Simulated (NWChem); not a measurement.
System: C$_{2}$H$_{8}$GaN; SMILES [Ga]([CH3])([NH2])[CH3]

Here is an NWChem input.

```
start job
memory heap 200 mb stack 900 mb global 1100 mb
geometry units angstroms noautosym nocenter noautoz
  Ga     0.014069    -0.003532    -0.009448
  C     -0.912644    -1.740604    -0.014274
  H     -0.211223    -2.583260    -0.104553
  H     -1.626992    -1.796053    -0.851191
  H     -1.492141    -1.873798     0.913274
  C     -0.853840     1.758267     0.128614
  H     -1.570343     1.902096    -0.695864
  H     -0.125003     2.581701     0.098024
  H     -1.423731     1.838186     1.068140
  N      1.828676    -0.027140    -0.152108
  H      2.412978     0.800129    -0.155011
  H      2.386949    -0.868946    -0.225717
end
basis spherical
  * library pcsseg-1
end
dft
  xc xpbe96 cpbe96
  iterations 150
end
property
  shielding 7 1 2 3 4 5 10 11
  efieldgrad
end
task dft property
```

NWChem printed, in part:

```
             Northwest Computational Chemistry Package (NWChem) 7.3.0
             --------------------------------------------------------

                             Geometry "geometry" -> ""
                             -------------------------

 Output coordinates in angstroms (scale by  1.889725989 to convert to a.u.)

  No.       Tag          Charge          X              Y              Z
 ---- ---------------- ---------- -------------- -------------- --------------
    1 Ga                  31.0000     0.01406900    -0.00353200    -0.00944800
    2 C                    6.0000    -0.91264400    -1.74060400    -0.01427400
    3 H                    1.0000    -0.21122300    -2.58326000    -0.10455300
    4 H                    1.0000    -1.62699200    -1.79605300    -0.85119100
    5 H                    1.0000    -1.49214100    -1.87379800     0.91327400
    6 C                    6.0000    -0.85384000     1.75826700     0.12861400
    7 H                    1.0000    -1.57034300     1.90209600    -0.69586400
    8 H                    1.0000    -0.12500300     2.58170100     0.09802400
    9 H                    1.0000    -1.42373100     1.83818600     1.06814000
   10 N                    7.0000     1.82867600    -0.02714000    -0.15210800
   11 H                    1.0000     2.41297800     0.80012900    -0.15501100
   12 H                    1.0000     2.38694900    -0.86894600    -0.22571700

 Effective nuclear repulsion energy (a.u.)     276.9141794948

  pbe96 is a nonlocal functional; adding pw91lda local functional.
                              NWChem Property Module
                              ----------------------

  itol2e modified to match energy
  convergence criterion.

                                 NWChem DFT Module
                                 -----------------

 Summary of "ao basis" -> "ao basis" (spherical)
 ------------------------------------------------------------------------------
       Tag                 Description            Shells   Functions and Types
 ---------------- ------------------------------  ------  ---------------------
 Ga                         pcsseg-1                15       41   5s7p3d
 C                          pcsseg-1                 7       17   3s3p1d
 H                          pcsseg-1                 3        5   2s1p
 N                          pcsseg-1                 7       17   3s3p1d

  itol2e modified to match energy
  convergence criterion.

[...]

          -----------------------------------------
          Chemical Shielding Tensors (GIAO, in ppm)
          -----------------------------------------

                                NWChem CPHF Module
                                ------------------

  scftype          =     RHF
  nclosed          =       29
  nopen            =        0
  variables        =     2987
  # of vectors     =        3
  tolerance        = 0.10D-03
  level shift      = 0.00D+00
  max iterations   =       50
  max subspace     =       30

 SCF residual:    2.4810354126576839E-005

Iterative solution of linear equations
  No. of variables     2987
  No. of equations        3
  Maximum subspace       30
        Iterations       50
       Convergence  1.0D-04

   iter   nsub   residual    time
   ----  ------  --------  ---------
     1      3    6.62D-06      74.3

      Atom:    1  Ga
        Diamagnetic
   2639.5325      0.0603     -0.0868
      0.0603   2642.7899      0.1827
     -0.0868      0.1827   2638.3874

        Paramagnetic
  -1637.9152      3.6500      8.3678
      3.6500  -1414.5642      4.6178
      8.3678      4.6178  -1530.2774

        Total Shielding Tensor
   1001.6173      3.7102      8.2809
      3.7102   1228.2257      4.8005
      8.2809      4.8005   1108.1100

           isotropic =    1112.6510
          anisotropy =     173.7574

          Principal Components and Axis System
                 1           2           3
             1228.4893   1108.5353   1000.9284

      1         0.0178      0.0757      0.9970
      2         0.9990     -0.0423     -0.0147
      3         0.0411      0.9962     -0.0764

      Atom:    2  C
        Diamagnetic
    250.3823      4.4234     -0.0686
      4.4234    257.9156      0.1364
     -0.0686      0.1364    246.9914

        Paramagnetic
    -74.1542     -1.5582      1.2125
     -1.5582    -62.9728     -0.0781
      1.2125     -0.0781    -57.9104

        Total Shielding Tensor
    176.2281      2.8652      1.1439
      2.8652    194.9429      0.0584
      1.1439      0.0584    189.0810

           isotropic =     186.7507
          anisotropy =      12.9440

          Principal Components and Axis System
                 1           2           3
              195.3800    189.1669    175.7050

      1         0.1500      0.0773      0.9857
      2         0.9880     -0.0484     -0.1465
      3         0.0364      0.9958     -0.0837

      Atom:    3  H
        Diamagnetic
     28.7907     -5.3045     -0.7146
     -5.3045     38.8221      1.1152
     -0.7146      1.1152     22.5894

        Paramagnetic
      1.4529      1.9764      0.2623
      1.9764     -1.3394     -0.3714
      0.2623     -0.3714      3.6960

        Total Shielding Tensor
     30.2436     -3.3281     -0.4523
     -3.3281     37.4826      0.7438
     -0.4523      0.7438     26.2854

           isotropic =      31.3372
          anisotropy =      11.2523

          Principal Components and Axis System
                 1           2           3
               38.8387     28.9544     26.2185

      1        -0.3634      0.9285      0.0761
      2         0.9292      0.3672     -0.0433
      3         0.0681     -0.0550      0.9962

      Atom:    4  H
        Diamagnetic
     31.3350      3.9575      8.1751
      3.9575     27.0919      2.4430
      8.1751      2.4430     30.7582

        Paramagnetic
      1.0056     -1.3758     -2.7012
     -1.3758      2.2541     -0.5435
     -2.7012     -0.5435      1.3058

[...]
```

Level: PBE/pcSseg-1, GIAO. Geometry: optimised at PBE0/def2-SVP. NWChem prints the field gradient with the sign opposite to the second derivative of the potential. The output numbers the shielded atoms by their place in the input's list. The printed shielding anisotropy is the first printed principal value minus the mean of the other two.
